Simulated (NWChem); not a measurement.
# CH₄SeZn; SMILES [CH3][Zn][SeH]

```xyz
7

Zn     0.0104    -0.8383    -0.0004
C      0.0115    -2.7802     0.0005
H     -0.2647    -3.1774    -0.9888
H     -0.7036    -3.1754     0.7390
H      1.0100    -3.1693     0.2556
Se     0.0300     1.4664     0.0001
H     -1.4428     1.4930     0.0000
```
Atoms are numbered in this order, from 1.

Program: NWChem. All runs use the structure optimised with PBE0/def2-SVP.

Task: What does the run give for PBE0/pcseg-1? Quantities: highest occupied level (eV); orbital gap (eV); dipole (D).

Result: 
```yaml
highest occupied level (eV): -6.64
orbital gap (eV): 6.42
dipole (D): 1.90
```
